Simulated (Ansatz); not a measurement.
Reaction (ligand exchange at the Si–C bond): `C=CC([SiH3])=S` + `S[SiH2]Cl` → `[SiH3]S[SiH2]Cl` + `C=CC=S`

Gas-phase electronic energies from Ansatz, PBE0-D4/def2-TZVP geometries. CCSD(T)/CBS is the MP2 limit (def2-TZVPP, def2-QZVPP) plus CCSD(T) − MP2 in def2-TZVPP, frozen cores. Each species was taken in one conformer, which may not be the lowest.

`C=CC([SiH3])=S`:

```xyz
11

C    -0.492   -1.911   -1.044
C    -0.385   -0.947   -0.128
C     0.272    0.338   -0.352
Si    0.359    1.611    1.046
S     0.971    0.804   -1.749
H    -0.078   -1.776   -2.038
H    -0.991   -2.846   -0.820
H    -0.807   -1.105    0.861
H    -0.318    1.095    2.270
H    -0.315    2.855    0.602
H     1.784    1.883    1.354
```

`S[SiH2]Cl`:

```xyz
6

S     0.125   -0.117    1.696
Si    0.116   -0.260   -0.419
Cl    0.875    1.413   -1.337
H    -0.849    0.808    1.739
H    -1.257   -0.437   -0.937
H     0.989   -1.408   -0.742
```

`[SiH3]S[SiH2]Cl`:

```xyz
9

Si    0.137    1.207    1.067
S    -1.479    0.161    0.115
Si   -0.322   -1.115   -1.117
Cl    0.947   -2.302   -0.019
H     1.246    1.392    0.097
H    -0.411    2.518    1.487
H     0.626    0.461    2.250
H     0.530   -0.337   -2.042
H    -1.274   -1.985   -1.839
```

`C=CC=S`:

Z-matrix (Å, degrees):
```
C
C 1 1.336
H 1 1.085 2 121.1
H 1 1.083 2 121.8 3 -180.0
C 2 1.442 1 121.8 3 -0.0
H 2 1.086 1 121.3 3 180.0
S 5 1.617 2 125.2 1 -180.0
H 5 1.093 2 114.9 1 0.0
```

```
          species  CCSD(T)/CBS(def2) energy (Eh)
 `C=CC([SiH3])=S`                     -804.56591
      `S[SiH2]Cl`                    -1148.50980
`[SiH3]S[SiH2]Cl`                    -1438.81399
         `C=CC=S`                     -514.29239
```

Q: Work out ΔE.

A: ΔE = (-1438.81399) + (-514.29239) − (-804.56591) − (-1148.50980) = -0.03067 Eh = -19.2 kcal/mol.

Largest T1 diagnostic among the species: 0.017.

From PBE to PBE0 (25 % exact exchange), in def2-TZVPP and without D4, ΔE moves by −0.9 kcal/mol. In def2-TZVPP, CCSD(T) changes the Hartree–Fock value by +2.6 kcal/mol (the triples alone add +0.4 kcal/mol) and MP2 by +1.9 kcal/mol.
